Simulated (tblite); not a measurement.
Species: C4H13NSi2.
SMILES with atom numbers: `[CH3:1][NH:2][Si:3]1([CH3:4])[CH2:5][SiH2:6][CH2:7]1` (hydrogens: H8, H9, H10 on C1; H11 on N2; H12, H13, H14 on C4; H15, H16 on C5; H17, H18 on Si6; H19, H20 on C7)

The geometry is computed with GFN2-xTB (gas phase).

Task: List the bond lengths, angles and torsions at this level.

Result: 
| bond | length (pm) | order |
| --- | --- | --- |
| C1–N2 | 144.2 | single |
| N2–Si3 | 172.5 | single |
| Si3–C4 | 189.3 | single |
| Si3–C5, Si3–C7 | 192.7 | single |
| C5–Si6, Si6–C7 | 191.5 | single |
| C1–H8, C1–H9, C1–H10 | 109.2 | single |
| N2–H11 | 100.8 | single |
| C4–H12, C4–H13, C4–H14 | 108.4 | single |
| C5–H15, C7–H20 | 108.7 | single |
| C5–H16, C7–H19 | 108.7 | single |
| Si6–H17 | 146.7 | single |
| Si6–H18 | 146.5 | single |

Bonds in one row agree within 1 pm and their mean is given. Orders are formal, as drawn. A selection of angles:
| angle | degrees |
| --- | --- |
| N2–C1–H8 | 112.5 |
| N2–C1–H9 | 108.7 |
| H8–C1–H9 | 108.1 |
| H9–C1–H10 | 108.7 |
| C1–N2–Si3 | 123.1 |
| C1–N2–H11 | 112.0 |
| Si3–N2–H11 | 118.5 |
| N2–Si3–C4 | 106.5 |
| N2–Si3–C5 | 111.5 |
| N2–Si3–C7 | 117.6 |
| C4–Si3–C5 | 117.2 |
| C4–Si3–C7 | 115.8 |
| C5–Si3–C7 | 87.7 |
| Si3–C4–H12 | 110.3 |
| Si3–C4–H13 | 111.2 |
| H12–C4–H13 | 107.9 |
| Si3–C5–Si6 | 92.0 |
| Si3–C5–H15 | 114.9 |
| Si3–C5–H16 | 114.5 |
| Si6–C5–H15 | 115.1 |
| Si6–C5–H16 | 113.9 |
| H15–C5–H16 | 106.4 |
| C5–Si6–C7 | 88.4 |
| C5–Si6–H17 | 114.0 |
| C5–Si6–H18 | 114.9 |
| H17–Si6–H18 | 109.5 |
| Si6–C7–H20 | 114.3 |

Torsions: C1–N2–Si3–C4 176° (antiperiplanar); N2–Si3–C5–Si6 116° (anticlinal); Si3–C5–Si6–C7 3° (synperiplanar); C5–Si6–C7–Si3 -3° (synperiplanar); N2–Si3–C7–Si6 -111° (anticlinal). The mirror-image conformer, all signs reversed, is as good.

The 4-membered ring Si3–C5–Si6–C7 has internal angles of 87.7° to 92.0°; it is almost planar, 0.02 Å rms from its mean plane, widest ring torsion 3°. N2 (silicon-bound nitrogen) has angles 123.1°, 118.5° and 112.0°, sum 353.6°, 0.20 Å off the plane of its three neighbours. Si3 (four-coordinate silicon) has angles from 87.7° to 117.6°. Of the pairs four or more bonds apart, C5···H9 is among the closest relative to their van der Waals radii: 2.99 Å, 103 % of the sum of Bondi's values. The 5 C–Si bonds span 1.893 Å (Si3–C4, drawn single) to 1.930 Å (Si3–C7, drawn single), a spread of 0.037 Å. Si6 (SiH2 silicon) has angles from 88.4° to 115.0°.

Its GFN2-xTB frequencies are all real (lowest 37 cm⁻¹). The numbers are those of one conformer.
